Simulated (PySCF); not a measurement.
**Assigning NMR signals**

Geometry:
| atom | x (Å) | y (Å) | z (Å) |
| --- | --- | --- | --- |
| Si1 | 0.058 | -0.023 | 0.655 |
| C2 | -0.164 | -0.141 | 2.495 |
| C3 | 0.722 | -1.203 | 3.143 |
| H4 | -1.230 | -0.345 | 2.698 |
| H5 | 0.039 | 0.857 | 2.921 |
| H6 | 0.588 | -1.240 | 4.235 |
| H7 | 0.494 | -2.202 | 2.741 |
| H8 | 1.786 | -1.006 | 2.941 |
| O9 | 1.618 | 0.289 | 0.210 |
| C10 | 2.160 | 1.531 | -0.177 |
| C11 | 2.065 | 1.740 | -1.673 |
| H12 | 1.653 | 2.362 | 0.347 |
| H13 | 3.215 | 1.542 | 0.145 |
| H14 | 2.553 | 2.683 | -1.967 |
| H15 | 2.558 | 0.915 | -2.209 |
| H16 | 1.011 | 1.782 | -1.983 |
| O17 | -0.838 | 1.206 | -0.019 |
| C18 | -2.245 | 1.263 | -0.009 |
| C19 | -2.727 | 2.142 | -1.140 |
| H20 | -2.675 | 0.248 | -0.110 |
| H21 | -2.599 | 1.665 | 0.959 |
| H22 | -3.825 | 2.219 | -1.137 |
| H23 | -2.305 | 3.154 | -1.044 |
| H24 | -2.408 | 1.730 | -2.110 |
| O25 | -0.374 | -1.497 | 0.043 |
| C26 | -0.134 | -1.928 | -1.278 |
| C27 | 0.236 | -3.393 | -1.280 |
| H28 | -1.044 | -1.762 | -1.885 |
| H29 | 0.675 | -1.333 | -1.739 |
| H30 | 0.393 | -3.756 | -2.307 |
| H31 | 1.161 | -3.555 | -0.707 |
| H32 | -0.562 | -3.992 | -0.816 |

PySCF calculation with coordinates at the PBE0-D3(BJ)/def2-SVP level and GIAO KT2/pcSseg-1 shieldings; rapidly exchanging positions averaged, single conformer, non-relativistic, gas phase.

Shifts are taken against calculated references (same method and geometry level): TMS for 13C (183.22 ppm) and 1H (31.18 ppm).

(1) Assign these signals to the numbered atoms. 13C{1H} NMR (computed): δ 61.4, 21.0, 8.9, 6.3.

(2) Assign these signals to the numbered atoms. 1H NMR (300 MHz, computed): δ 3.91 (q, 6H), 1.23 (t, 9H), 1.00 (t, 3H), 0.48 (q, 2H).

## Answers

(1) 
| δ (ppm) | atoms | environment | reason |
| --- | --- | --- | --- |
| 61.4 | C10/C18/C26 | carbon bonded to C, O, 2 H | – |
| 21.0 | C11/C19/C27 | carbon bonded to C, 3 H | – |
| 8.9 | C3 | carbon bonded to C, 3 H | – |
| 6.3 | C2 | carbon bonded to C, Si, 2 H | – |

(2) 
| δ (ppm) | atoms | environment | reason |
| --- | --- | --- | --- |
| 3.91 | H12/H13/H20/H21/H28/H29 | hydrogen on a carbon bonded to C, O | – |
| 1.23 | H14/H15/H16/H22/H23/H24/H30/H31/H32 | hydrogen on a carbon bonded to C | – |
| 1.00 | H6/H7/H8 | hydrogen on a carbon bonded to C | – |
| 0.48 | H4/H5 | hydrogen on a carbon bonded to C, Si | – |

Shifts are as computed. Against solution values, carbons near 30 ppm lie about +2 ppm off and those near 130 ppm about -5 ppm (rms about the fit 1.2 ppm; single classes can miss by 10 ppm). Of 1328 compounds with measured shifts, 309 miss one by over three times the rms of a fit or turn the order of signals round; such compounds aren't used in these exercises. Signals without a measured value on file couldn't be tested in this way. The averaged O atoms aren't alike in the static structure (σ from 250 to 267 ppm); the average presumes fast exchange among these sites. No couplings were computed; multiplicities are counted from neighbouring protons, with m where these are inequivalent, close in shift, in a saturated or five-membered ring or joined by F or P, and br s for small geminal =CH2 splittings.
